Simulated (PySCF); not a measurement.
Br2Ge, triplet, at a GFN2-xTB geometry of the parent state (the spin is typed, not shown lowest); B3LYP/3-21G (PySCF).

Input for PySCF:
```python
from pyscf import gto, scf, dft

mol = gto.Mole()
mol.atom = '''
    Ge    0.01772041    0.00659318    1.06702307
    Br    1.10832851   -1.68300099   -0.49594218
    Br   -1.12453002    1.67697294   -0.47962177
'''
mol.basis = '3-21g'
mol.spin = 2
mol.verbose = 4
mol.build()

mf = dft.UKS(mol)
mf.xc = 'b3lyp'
mf.kernel()
```

The log (banner, timings and long lists left out):

```
PySCF version 2.14.0

[INPUT] verbose = 4
[INPUT] num. atoms = 3
[INPUT] num. electrons = 102
[INPUT] charge = 0
[INPUT] spin (= nelec alpha-beta = 2S) = 2
[INPUT] symmetry False subgroup None
[INPUT] Mole.unit = angstrom
[INPUT] Symbol           X                Y                Z      unit          X                Y                Z       unit  Magmom
[INPUT]  1 Ge     0.017720410000   0.006593180000   1.067023070000 AA    0.033486721715   0.012459304490   2.016381370893 Bohr   0.0
[INPUT]  2 Br     1.108328510000  -1.683000990000  -0.495942180000 AA    2.094437339947  -3.180410938472  -0.937194893820 Bohr   0.0
[INPUT]  3 Br    -1.124530020000   1.676972940000  -0.479621770000 AA   -2.125053756652   3.169019574907  -0.906353788679 Bohr   0.0

nuclear repulsion = 626.084142526092
number of shells = 30
number of NR pGTOs = 162
number of NR cGTOs = 66
basis = 3-21g
ecp = {}

******** <class 'pyscf.dft.uks.UKS'> ********
method = UKS
initial guess = minao
damping factor = 0
level_shift factor = 0
DIIS = <class 'pyscf.scf.diis.CDIIS'>
diis_start_cycle = 1
diis_space = 8
diis_damp = 0
SCF conv_tol = 1e-09
SCF conv_tol_grad = None
SCF max_cycles = 50
direct_scf = True
direct_scf_tol = 1e-13
number electrons alpha = 52  beta = 50
XC library pyscf.dft.libxc version 7.1.2
    S. Lehtola, C. Steigemann, M. J. T. Oliveira, and M. A. L. Marques,  SoftwareX 7, 1–5 (2018)
XC functionals = b3lyp
    P. J. Stephens, F. J. Devlin, C. F. Chabalowski, and M. J. Frisch,  J. Phys. Chem. 98, 11623 (1994)
radial grids:
    Treutler-Ahlrichs [JCP 102, 346 (1995); DOI:10.1063/1.469408] (M4) radial grids

becke partition: Becke, JCP 88, 2547 (1988); DOI:10.1063/1.454033
pruning grids: <function nwchem_prune>
grids dens level: 3
symmetrized grids: False
atomic radii adjust function: <function treutler_atomic_radii_adjust>
small_rho_cutoff = 0
Set gradient conv threshold to 3.16228e-05
tot grids = 61488
init E= -7183.3590432861

cycle= 1 E= -7190.5067855707  delta_E= -7.15  |g|= 0.236  |ddm|= 1.34

cycle= 2 E= -7190.3860038055  delta_E= 0.121  |g|= 0.433  |ddm|= 1.05

cycle= 3 E= -7190.55620320421  delta_E= -0.17  |g|= 0.0192  |ddm|= 0.696

cycle= 4 E= -7190.55662655863  delta_E= -0.000423  |g|= 0.00913  |ddm|= 0.0697

cycle= 5 E= -7190.55673038743  delta_E= -0.000104  |g|= 0.00104  |ddm|= 0.0191

cycle= 6 E= -7190.5567349856  delta_E= -4.6e-06  |g|= 0.000311  |ddm|= 0.00738

cycle= 7 E= -7190.55673549055  delta_E= -5.05e-07  |g|= 0.000189  |ddm|= 0.00253

cycle= 8 E= -7190.55673560279  delta_E= -1.12e-07  |g|= 3.96e-05  |ddm|= 0.00136

cycle= 9 E= -7190.55673560551  delta_E= -2.71e-09  |g|= 3.51e-05  |ddm|= 0.000248

cycle= 10 E= -7190.55673560679  delta_E= -1.28e-09  |g|= 1.64e-06  |ddm|= 7.8e-05

cycle= 11 E= -7190.55673560679  delta_E= -3.64e-12  |g|= 5.51e-07  |ddm|= 7.48e-06

Extra cycle  E= -7190.5567356068  delta_E= -1.46e-11  |g|= 6.05e-07  |ddm|= 2.36e-06
converged SCF energy = -7190.5567356068  <S^2> = 2.004892  2S+1 = 3.0032595
```
